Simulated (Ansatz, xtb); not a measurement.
# Relative energy of two isomers of C6H4N2Se

Structure I is `[H]/N=C/c1c[se]c(C#N)c1`, a singlet and structure II is `C=Cc1cn[se]c1C#N`, a singlet. Both are isolated molecules in the gas phase, relaxed with PBE0-D3(BJ)/def2-SVP; the shapes shown needn't be the lowest conformers.

I (Å):

```xyz
13

C    -1.4102   -2.2162   -0.5908
C    -0.7269   -1.5031    0.4208
C     0.0687   -0.3919    0.2669
C     0.6294    0.1135    1.4748
C     1.5069    1.2925    1.5257
C     0.2763   -0.6019    2.5979
N    -1.9775   -2.8126   -1.4101
N     1.9910    1.7175    2.6205
Se   -0.8264   -2.0169    2.2180
H     0.2487    0.0583   -0.7114
H     1.7028    1.7654    0.5444
H     2.5744    2.5420    2.4614
H     0.6042   -0.3709    3.6116
```

II (Å):

```yaml
atoms:
  - { symbol: C, position_ang: [0.4489, 0.3015, -2.2850] }
  - { symbol: C, position_ang: [-0.5803, 0.8259, -1.6067] }
  - { symbol: C, position_ang: [-0.5125, 1.3960, -0.2673] }
  - { symbol: C, position_ang: [0.6678, 1.4937, 0.5494] }
  - { symbol: C, position_ang: [-1.6074, 1.9263, 0.3977] }
  - { symbol: C, position_ang: [-2.9314, 2.0043, -0.0882] }
  - { symbol: N, position_ang: [0.5939, 2.0273, 1.7346] }
  - { symbol: N, position_ang: [-4.0237, 2.0740, -0.4767] }
  - { symbol: Se, position_ang: [-1.0942, 2.5467, 2.0768] }
  - { symbol: H, position_ang: [1.4618, 0.2553, -1.8766] }
  - { symbol: H, position_ang: [0.3041, -0.1047, -3.2881] }
  - { symbol: H, position_ang: [-1.5709, 0.8416, -2.0730] }
  - { symbol: H, position_ang: [1.6468, 1.1334, 0.2151] }
```

Energies in hartree; the thermal terms are from GFN2-xTB frequencies at re-optimised GFN2-xTB minima (ideal gas, soft modes damped towards free rotors, one conformer each, 298.15 K, 1 atm) and include the zero-point energy:

|  | I | II |
| --- | --- | --- |
| E, CCSD(T)/def2-SVP | −2739.078272 | −2739.065321 |
| E, MP2/def2-SVP | −2738.992871 | −2738.979401 |
| E, MP2/def2-TZVPP | −2739.942118 | −2739.931932 |
| zero-point energy | 0.082728 | 0.082774 |
| H(298 K) − E | 0.092333 | 0.092423 |
| G(298 K) − E | 0.047966 | 0.047933 |

Question: Correct the CCSD(T) difference for the basis set by the MP2 change, then work out ΔE, ΔE₀, ΔH and ΔG for I → II in kcal/mol (1 Eh = 627.51 kcal/mol) and the equilibrium ratio [II]/[I].

Answer: 1. Differences II − I: CCSD(T) +0.012951, MP2 in the small set +0.013470, MP2 in the large set +0.010186 Eh.
2. ΔE = +0.012951 + (+0.010186 − (+0.013470)) = +0.009667 Eh = +6.07 kcal/mol.
3. ΔE₀ = ΔE + ΔZPE = +0.009667 + (+0.000046) Eh = +6.09 kcal/mol.
4. ΔH = ΔE + (+0.000090) Eh = +6.12 kcal/mol.
5. ΔG = ΔE + (−0.000033) Eh = +6.05 kcal/mol, so ΔS = (ΔH − ΔG)/T = +1.1 J/(mol K).
6. kT = 0.9442 mEh, so K = [II]/[I] = exp(−ΔG/kT) = exp(−10.20) ≈ 3.7 × 10^−5.

Structure I is favoured at this temperature. An error of 1 kcal/mol in ΔG would change K by a factor of 5.4. GFN2-xTB gave ΔE the other sign. Mirror images and further conformers aren't counted.

As drawn, II has 1 C=C, 1 C∷N, 1 N∷Se, 1 C–H in place of 1 N–H, 1 C=N, 1 C∷C, 1 C∷Se (∷ is an aromatic bond).

Other levels gave ΔE = −8.5 (GFN2-xTB); +3.1 (HF/STO-3G, GFN2-xTB geometries); +6.9 (r2SCAN-D4/def2-SVP, GFN2-xTB geometries); +8.1 (PBE0-D3(BJ)/def2-SVP); +11.2 (HF/def2-SVP); +8.5 (MP2/def2-SVP); +8.1 (CCSD(T)/def2-SVP) kcal/mol. The correlated steps freeze 17 core orbitals; the filled d shell of Se is correlated, in a basis made for valence electrons. Programs: Ansatz 0.2.0, xtb 6.7.1.
